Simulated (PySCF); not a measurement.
1,1-dichloro-3,3-difluoroprop-1-ene (C₃H₂Cl₂F₂), SMILES FC(F)C=C(Cl)Cl. Atoms are numbered in the order given.

```xyz
9

F      0.2638    -2.4735     1.0953
C     -0.0873    -1.7442     0.0000
F      0.2638    -2.4735    -1.0953
C      0.6630    -0.4523     0.0000
C      0.1051     0.7627     0.0000
Cl    -1.6106     1.0420     0.0000
Cl     1.0573     2.2093     0.0000
H     -1.1803    -1.6130     0.0000
H      1.7526    -0.5317     0.0000
```

Geometry: B3LYP-D3(BJ)/def2-SVP. The values are those of a single conformer.

These are PBE0/def2-TZVP (PySCF) values and carry that method's errors.

The molecule is in vacuum.

```yaml
total_energy: -1235.11237 hartree
point_group: Cs
highest_occupied_level: -8.08 eV
lowest_empty_level: -1.30 eV
orbital_gap: 6.78 eV
dipole_moment: 1.16 D
quadrupole, principal values (traceless, Buckingham form, about the centre of nuclear charge): -6.18, -2.07, 8.26 D·Å
mean_static_polarisability: 62.2 bohr³ (9.22 Å³)
polarisability_principal_values: 42.0, 65.1, 79.5 bohr³
```
